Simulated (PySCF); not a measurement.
Potential energy curve for GeCl, doublet. Each curve is given relative to its own lowest point near equilibrium.

| R / Å | A | B | C |
|---|---|---|---|
| 1.64 | 540.0 | 559.3 | 523.4 |
| 1.75 | 283.5 | 299.4 | 274.7 |
| 1.84 | 153.9 | 167.2 | 149.3 |
| 1.97 | 49.4 | 58.7 | 48.2 |
| 2.06 | 15.1 | 21.0 | 14.9 |
| 2.09 | 8.5 | 13.3 | 8.4 |
| 2.17 | 0.0 | 1.7 | 0.0 |
| 2.24 | 1.0 | 0.0 | 0.7 |
| 2.29 | 5.4 | 2.4 | 4.7 |
| 2.41 | 24.4 | 16.8 | 22.5 |
| 2.50 | 44.0 | 33.1 | 40.9 |
| 2.72 | 100.5 | 82.0 | 94.0 |
| 2.93 | 157.0 | 131.6 | 146.3 |

Energies in kJ/mol.

Q: Which curve belongs to which method? The methods are CASSCF(11,8)/cc-pVDZ (PySCF); unrestricted r2SCAN/cc-pVDZ (PySCF); MP2 on UHF/cc-pVDZ, 14 core orbitals frozen (PySCF 2.14.0).

A: A is UMP2; B is CASSCF(11,8); C is UKS-r2SCAN.

The scan ran from 1.64 to 8.75 Å; beyond the distances shown one of the unrestricted levels run for this scan, shown here or not, changes its spin distribution in one step.
